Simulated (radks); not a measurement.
Problem. These are the eigenvalues of the occupied orbitals of an atom or ion with whole-number occupations (hartree). Calculated with a radial shooting solver on a logarithmic mesh with Libxc functionals: scalar-relativistic Kohn-Sham, r2SCAN, spin-polarised, spherical densities, finite nucleus; meta-GGA in the generalised Kohn-Sham scheme; Fermi nuclear charge, rms radius of each element as measured or else 0.836 A^(1/3) + 0.57 fm.

| orbital | eigenvalue |
|---|---|
| 1s down | -2478.191 |
| 1s up | -2478.191 |
| 2s up | -426.6452 |
| 2s down | -426.6382 |
| 2p up | -373.7983 |
| 2p down | -373.7931 |
| 3s down | -98.02173 |
| 3s up | -98.02130 |
| 3p up | -82.22744 |
| 3p down | -82.22734 |
| 3d up | -63.76405 |
| 3d down | -63.76090 |
| 4s up | -20.11550 |
| 4s down | -20.11134 |
| 4p up | -14.91135 |
| 4p down | -14.90783 |
| 4d up | -8.21503 |
| 4d down | -8.21046 |
| 5s up | -2.68154 |
| 5s down | -2.62989 |
| 5p up | -1.44303 |
| 5p down | -1.36367 |
| 4f up | -0.83185 |
| 4f down | -0.81847 |
| 6s up | -0.21580 |
| 5d up | -0.12536 |

Which element is it, and in what charge state? The configuration may be excited. Open shells, if any, are filled with parallel spins first.

Solution. Z = 73, tantalum, charge 0: Ta in [Xe] 4f14 5d4 6s1. The list shows which subshells hold electrons but not how many an open one holds; the 1s level, -2478.2 hartree, gives Z - s = 70.4 by -(Z - s)^2/2, which with screening and relativity narrows Z to a few neighbours, and the depths of the outer levels then fix element, charge and occupations together.
